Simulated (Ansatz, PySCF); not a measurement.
CH2O, SMILES [H]/[C-]=[O+]/[H]. Atoms are numbered in the order given.

```xyz
4

C      0.2421     0.6994     0.0000
O     -0.1698    -0.5426     0.0000
H      0.6038    -1.1246     0.0000
H     -0.7140     1.2709     0.0000
```
Charge 0, spin multiplicity 1.

Coordinates come from a ωB97X-D3(BJ)/def2-TZVPD optimisation.

Two levels are set side by side: PBE-D3(BJ)/def2-TZVPD (Ansatz, a first-principles code) and ωB97X-D3(BJ)/def2-TZVPD (PySCF). Each level has its own optimised geometry; the coordinates shown are those of the second. Frequencies come from the Hessian of PySCF at each geometry. Differences are taken from unrounded values.

| quantity | ωB97X-D3(BJ) |
|---|---|
| mean bond length (Å) | 1.130 |
| bond C1–O2 (Å) | 1.309 |
| bond C1–H4 (Å) | 1.114 |
| bond O2–H3 (Å) | 0.968 |
| highest harmonic wavenumber (cm⁻¹) | 3765 |
| mean harmonic wavenumber (cm⁻¹) | 1974 |
| zero-point energy (kcal/mol) | 16.93 |

Problem. What does PBE-D3(BJ) give, and how far is it from ωB97X-D3(BJ)? (Estimate from the structure and the level; the computed values follow.)

Solution. 
```csv
quantity,PBE-D3(BJ),PBE-D3(BJ) minus ωB97X-D3(BJ)
mean bond length (Å),1.142,0.012
bond C1–O2 (Å),1.319,0.010
bond C1–H4 (Å),1.127,0.013
bond O2–H3 (Å),0.981,0.013
highest harmonic wavenumber (cm⁻¹),3552,-214
mean harmonic wavenumber (cm⁻¹),1880,-94
zero-point energy (kcal/mol),16.13,-0.80
```

Exact exchange shortens and stiffens bonds; PBE has none. Differences between two approximate levels are no errors against the true value.
